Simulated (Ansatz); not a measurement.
Cost and result for the atomization energy of CH$_{4}$ClFOSi (`OC(F)([SiH3])Cl`) (9 atoms, 8 bonds).

```xyz
9

O     0.714    0.813   -1.234
C    -0.229    0.564   -0.299
F    -0.438    1.681    0.468
Si    0.258   -0.937    0.795
Cl   -1.834    0.211   -1.073
H     0.415    1.525   -1.816
H    -0.812   -1.108    1.802
H     1.556   -0.628    1.444
H     0.370   -2.121   -0.086
```

The species carries charge 0 and has multiplicity 1. All single points use the PBE0-D4/def2-TZVP geometry. It is one conformer, not always the lowest. Program: Ansatz. All runs use 4 threads of an AMD EPYC 7B13 on a shared host. Times are those of one run each, without the atoms' runs, and a repeat can differ threefold. Electronic energies, without spin–orbit coupling; frozen cores. CCSD(T)/CBS adds CCSD(T) − MP2 in def2-TZVPP to the MP2 limit, and its time is that of the two runs behind it. T1 = 0.012. B3LYP takes the VWN-RPA correlation (the form of Gaussian; ORCA's B3LYP/G). HSE06 is the plane-wave form, built on full-range PBE exchange.

CCSD(T)/CBS is a level of theory with its own doubt, some kJ/mol a heavy atom from the limit and from the frozen cores, so smaller differences don't rank the functionals.

```csv
level,functions,wall time,atomization (kJ/mol),difference from CCSD(T)/CBS,per bond
BLYP-D4/def2-TZVPP,233,1.5 s,2994.6,-7.9,-1.0
revPBE-D4/def2-TZVPP,233,1.6 s,2984.8,-17.7,-2.2
PBE-D4/def2-TZVPP (with forces),233,1.9 s,3073.6,71.1,8.9
HSE06-D4/def2-TZVPP,233,2.5 s,2993.2,-9.3,-1.2
CCSD(T)/def2-SVP,98,3.2 s,2795.2,-207.3,-25.9
B3LYP-D4/def2-TZVPP (with forces),233,3.4 s,2981.0,-21.5,-2.7
r2SCANh-D4/def2-TZVPP,233,3.5 s,2983.3,-19.2,-2.4
B2PLYP/def2-TZVPP,233,3.9 s,2949.7,-52.8,-6.6
ωB97X-V/def2-TZVPP,233,5.5 s,3016.8,14.3,1.8
ωB97M-V/def2-TZVPP (with forces),233,7.5 s,3013.5,11.0,1.4
MP2/def2-QZVPP,431,15 s,3038.1,35.6,4.4
CCSD(T)/def2-TZVPP,233,80 s,2907.5,-95.0,-11.9
CCSD(T)/CBS(def2),–,95 s,3002.5,0.0,0.0
```

In def2-TZVPP, CCSD(T) changes the Hartree–Fock value by +840.8 kJ/mol (the triples alone add +57.5 kJ/mol) and MP2 by +915.3 kJ/mol; breaking electron pairs costs correlation energy, which Hartree–Fock lacks. The D4 term adds +32.5 kJ/mol with B3LYP and +16.8 kJ/mol with PBE0; it sums over pairs of atoms, weighted by their polarisabilities, and B3LYP, whose exchange is more repulsive, gets the larger term. From r2SCAN to r2SCAN0 (25 % exact exchange), in def2-TZVPP and without D4, the atomization energy moves by −74.8 kJ/mol: exact exchange takes away binding that semilocal exchange gives to molecules.
